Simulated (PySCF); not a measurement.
C5H7FO, SMILES C=C[C@]1(F)CCO1.

The structure is a stationary point at PBE0-D3(BJ)/def2-SVP. The structure was generated by enumeration; whether it is a known compound was not checked. Other conformers were not sampled.

All values below come from TDA-PBE/def2-SVPD (PySCF).

Vertical excitations. Isolated molecule, no solvent.

Question: Estimate the UV-visible absorptions. (Estimate from the structure and the level; the computed values follow.)

Answer: 
| state | energy (eV) | λ (nm) | f | main pairs |
|---|---|---|---|---|
| S1 | 5.34 | 232 | 0.007 | HOMO→LUMO 84 %, HOMO−1→LUMO 15 % |
| S2 | 6.34 | 196 | 0.066 | HOMO−2→LUMO 76 %, HOMO−1→LUMO 20 % |
| S3 | 6.66 | 186 | 0.004 | HOMO→LUMO+1 99 % |
| S4 | 6.72 | 184 | 0.007 | HOMO−3→LUMO 98 % |
| S5 | 6.98 | 178 | 0.027 | HOMO−1→LUMO+1 98 % |
| S6 | 7.05 | 176 | 0.012 | HOMO→LUMO+2 95 % |
| T1 | 4.41 | 281 | 0 | HOMO−1→LUMO 63 %, HOMO→LUMO 32 % |
| T2 | 5.19 | 239 | 0 | HOMO→LUMO 67 %, HOMO−1→LUMO 33 % |
Triplets are in the Tamm–Dancoff approximation.
